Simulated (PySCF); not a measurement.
# Energy and ionisation energy along a bond of AlBH4

Calculated results; nothing here was measured. They come from PySCF 2.14.0, an open-source quantum chemistry program, on an isolated molecule that a program drew, which may never have been made. The molecule is AlBH4 (charge 0, singlet), drawn as the SMILES string `[BH2][AlH2]`.

The structure below is the HF double-zeta minimum with every atom moved a little at random, so it isn't optimised. Bond B1-Al2 is then set to each length in the table by shifting atoms 2, 5, 6 along it, with nothing else relaxed.
```xyz
6
AlBH4, angstrom
B     0.1650    1.7171    1.6895
Al    0.1090    2.4396   -0.3214
H    -0.7993    1.0309    2.1350
H     1.1710    1.7848    2.3558
H     0.5241    1.5850   -1.5854
H    -0.4155    3.9030   -0.6650
```

E is the energy above the same method's energy at the HF double-zeta minimum. IE is the energy to remove one electron at fixed geometry, to the doublet state of charge +1, as a difference of total energies. The basis family is cc-pV(n+d)Z, with UHF for radicals and no spin-orbit coupling. Best is HF at quadruple zeta, plus MP2 correlation extrapolated from triple and quadruple zeta, plus CCSD(T) minus MP2 at triple zeta, with a frozen core. The other columns are at triple zeta.

| bond (Å) | E HF (kcal/mol) | E CCSD (kcal/mol) | E CCSD(T) (kcal/mol) | E best (kcal/mol) | IE HF (eV) | IE CCSD (eV) | IE CCSD(T) (eV) | IE best (eV) | T1 |
|---|---|---|---|---|---|---|---|---|---|
| 2.0115 | 4.87 | 3.93 | 3.84 | 3.64 | 9.241 | 10.047 | 10.064 | 10.159 | 0.011 |
| 2.1375 | 2.17 | 1.91 | 1.86 | 1.88 | 9.027 | 9.865 | 9.891 | 9.984 | 0.010 |
| 2.1715 | 2.21 | 2.09 | 2.04 | 2.11 | 8.964 | 9.811 | 9.839 | 9.931 | 0.010 |
| 2.2215 | 2.73 | 2.77 | 2.72 | 2.88 | 8.867 | 9.727 | 9.759 | 9.850 | 0.010 |
| 2.2665 | ? | ? | ? | ? | ? | ? | ? | ? | ? |
| 2.3315 | 5.45 | 5.71 | 5.64 | 5.94 | 8.646 | 9.533 | 9.572 | 9.662 | 0.010 |

T1 is the CCSD diagnostic of the starting molecule.

**Estimate the best E and IE at 2.2665 Å from the other rows.**

A least-squares cubic in the inverse of the bond length through the other values of E best gives 3.93 kcal/mol there. A least-squares quadratic in the bond length through IE best gives 9.776 eV. The calculation gives 3.93 kcal/mol and 9.774 eV, so the fits miss by 0.00 kcal/mol and 0.002 eV. The same recipe one zeta lower moves these two values by 0.08 kcal/mol and 0.02 eV, a gauge of their own error. The rest of the row: E is 3.62 (HF), 3.77 (CCSD), 3.71 (CCSD(T)); IE is 8.778 (HF), 9.649 (CCSD), 9.684 (CCSD(T)); T1 is 0.010.
